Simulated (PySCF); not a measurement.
Isomers of C5H11NOSi2, one conformer each; single-point electronic energies without zero-point terms and without any empirical dispersion term.

Computed with PySCF at PBE0/pcSseg-1, non-relativistic, each on one gas-phase PBE0-D3(BJ)/def2-SVP geometry that isn't relaxed in the solvent. The solvent is an IEF-PCM continuum (cavity from Bondi-type radii × 1.2). Specific hydrogen bonds and non-electrostatic terms are outside this model.

| isomer | relative energy, gas (kcal/mol) | dipole (D) |
| --- | --- | --- |
| `[SiH2]1C[C@H]([Si@@H](O1)CC)C#N` | 0.0 | 3.33 |
| `CC#C[C@@H]1C[Si@H](N)O[SiH2]1` | 13.3 | 1.80 |
| `C1[C@H]([SiH2]O[Si@@H]1N)C#CC` | 13.8 | 1.04 |
| `C#C[Si@@H]1CC[Si@@H](NC)O1` | 18.3 | 1.39 |
| `C[SiH2]N[SiH2]C1=CC=CO1` | 31.9 | 1.74 |
| `[SiH2](O[SiH3])[C@@H]1[C@H](C#N)CC1` | 34.0 | 3.70 |
| `o1c(c(C)cc1)[SiH2]N[SiH3]` | 37.9 | 0.80 |
| `C[SiH2][Si@@H](N)c1ccco1` | 41.6 | 0.93 |

Q: How do the relative energies look in tetrahydrofuran (ε = 7.426)?

A: 
| isomer | relative energy, solvent (kcal/mol) | E(solvent) − E(gas) (kcal/mol) | dipole in solvent (D) |
| --- | --- | --- | --- |
| `[SiH2]1C[C@H]([Si@@H](O1)CC)C#N` | 0.0 | -6.6 | 4.19 |
| `CC#C[C@@H]1C[Si@H](N)O[SiH2]1` | 14.7 | -5.2 | 2.11 |
| `C1[C@H]([SiH2]O[Si@@H]1N)C#CC` | 14.6 | -5.7 | 1.38 |
| `C#C[Si@@H]1CC[Si@@H](NC)O1` | 20.0 | -4.9 | 1.77 |
| `C[SiH2]N[SiH2]C1=CC=CO1` | 35.4 | -3.1 | 2.15 |
| `[SiH2](O[SiH3])[C@@H]1[C@H](C#N)CC1` | 35.8 | -4.8 | 4.79 |
| `o1c(c(C)cc1)[SiH2]N[SiH3]` | 41.3 | -3.3 | 0.96 |
| `C[SiH2][Si@@H](N)c1ccco1` | 43.4 | -4.8 | 1.16 |

The lowest stays, but the order above it changes. Conformers: `[CH3:1][CH2:2][Si@@H:3]1[O:4][SiH2:5][CH2:6][C@H:7]1[C:8]#[N:9]` with C1–C2–Si3–O4 176°, C2–Si3–O4–Si5 -132°, Si3–O4–Si5–C6 -6°, O4–Si5–C6–C7 28°, Si5–C6–C7–C8 -162°; `[CH3:1][C:2]#[C:3][C@@H:4]1[CH2:5][Si@H:6]([NH2:7])[O:8][SiH2:9]1` with C5–Si6–N7–H 174° and -43°, C3–C4–C5–Si6 -78°, C4–C5–Si6–N7 89°, C5–Si6–O8–Si9 11°, Si6–O8–Si9–C4 9°; `[CH3:1][C:2]#[C:3][C@@H:4]1[CH2:5][Si@@H:6]([NH2:7])[O:8][SiH2:9]1` with C5–Si6–N7–H 50° and -164°, C3–C4–C5–Si6 -80°, C4–C5–Si6–N7 -152°, C5–Si6–O8–Si9 9°, Si6–O8–Si9–C4 10°; `[CH:1]#[C:2][Si@@H:3]1[CH2:4][CH2:5][Si@@H:6]([NH:7][CH3:8])[O:9]1` with C5–Si6–N7–C8 -64°, C2–Si3–C4–C5 -145°, Si3–C4–C5–Si6 32°, C4–C5–Si6–N7 -139°, C5–Si6–O9–Si3 6°; `[CH3:1][SiH2:2][NH:3][SiH2:4][c:5]1[cH:6][cH:7][cH:8][o:9]1` with C1–Si2–N3–Si4 173°, Si2–N3–Si4–C5 176°, N3–Si4–C5–C6 -175°; `[N:1]#[C:2][C@@H:3]1[CH2:4][CH2:5][C@@H:6]1[SiH2:7][O:8][SiH3:9]` with C5–C6–Si7–O8 -54°, C6–Si7–O8–Si9 -116°, C2–C3–C4–C5 -139°, C3–C4–C5–C6 18°, C4–C5–C6–Si7 100°, C2–C3–C6–C5 138°; `[CH3:1][c:2]1[cH:3][cH:4][o:5][c:6]1[SiH2:7][NH:8][SiH3:9]` with O5–C6–Si7–N8 49°, C6–Si7–N8–Si9 18°; `[CH3:1][SiH2:2][Si@@H:3]([NH2:4])[c:5]1[cH:6][cH:7][cH:8][o:9]1` with C1–Si2–Si3–N4 -177°, Si2–Si3–N4–H 178° and -36°, Si2–Si3–C5–C6 120°. `[SiH2]1C[C@H]([Si@@H](O1)CC)C#N` gains most from the continuum, while `[SiH2](O[SiH3])[C@@H]1[C@H](C#N)CC1` has the largest gas-phase dipole. The gains span 3.5 kcal/mol, the gas-phase energies 41.6 kcal/mol.
